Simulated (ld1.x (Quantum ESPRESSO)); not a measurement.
**What one change does to a pseudopotential (Ru (Z = 44), TM)**

```json
{
 "Element": "Ru (Z = 44)",
 "Generator": "ld1.x (Quantum ESPRESSO) 7.5",
 "Type": "norm-conserving Troullier–Martins (Kleinman–Bylander form)",
 "Functional": "LDA (PZ)",
 "Relativity": "fully relativistic",
 "Frozen core": "[Ar] 3d10 4s2",
 "Valence charge": "14",
 "Reference configuration": "4p6 4d7 5s1 5p0",
 "Partial waves": "5s (bound): rc 3.00 bohr; 4p (bound): rc 1.35 bohr; 4d (bound): rc 1.60 bohr",
 "Local potential": "all-electron potential smoothed inside 1.25 bohr (lloc = -1)",
 "Core correction": "Bessel-smoothed model core inside 1.40 bohr"
}
```

Open shells are filled in proportion to 2j + 1 (rel_dist='average').

Change: wave 4p (bound): rc 1.35 bohr becomes 4p (bound): rc 1.52 bohr.

Cutoffs: the cutoffs (Ry, on a coarse ladder) from which the occupation-weighted sum of valence levels, in a spherical-Bessel basis at the reference potential, stays within 10 and 1 mRy of its value at 400 Ry; they do not see the model core or the augmentation charge, which bear on the density cutoff. Errors are all-electron minus pseudo energies relative to the spin-unpolarised reference configuration.

How do hardness, ghosts and transferability respond?

The potential gets softer (70 Ry and 120 Ry → 55 Ry and 90 Ry); both files keep a bound ghost (s); of the 7 tests that both files solve, the error grows in 3 and shrinks in 0 by more than 15 % and 0.3 meV (median size 8.5 → 8.4 meV). A larger radius leaves more room for a smooth pseudo-wave, so fewer plane waves are needed. More of the atom is replaced by a form fitted at one configuration, so other configurations suffer.

```csv
quantity,base,changed
"cutoff, loose",70 Ry,55 Ry
"cutoff, tight",120 Ry,90 Ry
loose cutoff by channel (10 mRy a level),"s 6 Ry, p 50 Ry, d 45 Ry","s 6 Ry, p 30 Ry, d 45 Ry"
bound ghosts,s,s
"error for 4p6 4d7 5s0 5p0, meV [ΔE 7.61 eV]",-8.5,-8.4
"error for 4p6 4d6 5s0 5p0, meV [ΔE 26.05 eV]",+0.7,+0.6
"error for 4p6 4d5 5s0 5p0, meV [ΔE 56.90 eV]",+4.9,+5.7
"error for 4p6 4d8 5s0 5p0, meV [ΔE -0.27 eV]",-12,-12
"error for 4p6 4d6 5s1 5p1, meV [ΔE 5.65 eV]",+40,+55
"error for 4p6 4d7 5s0 5p1, meV [ΔE 3.58 eV]",+17,+27
"error for 4p6 4d7.5 5s0.5 5p0, meV [ΔE -0.28 eV]",-3.2,-3.1
s: phases at 3.27 bohr within 0.05 rad from the reference energy up to (Ry; the scan ends near 5),0.9,0.9
p1/2: phases at 3.27 bohr within 0.05 rad from the reference energy up to (Ry; the scan ends near 5),n/a,n/a
p3/2: phases at 3.27 bohr within 0.05 rad from the reference energy up to (Ry; the scan ends near 5),3.3,3.1
d3/2: phases at 3.27 bohr within 0.05 rad from the reference energy up to (Ry; the scan ends near 5),to the end of the scan,to the end of the scan
d5/2: phases at 3.27 bohr within 0.05 rad from the reference energy up to (Ry; the scan ends near 5),to the end of the scan,to the end of the scan
```

 A true bound ghost makes a file unfit for plane-wave use even where its test errors are small: the radial tests pick states by their node count and pass the ghost by.
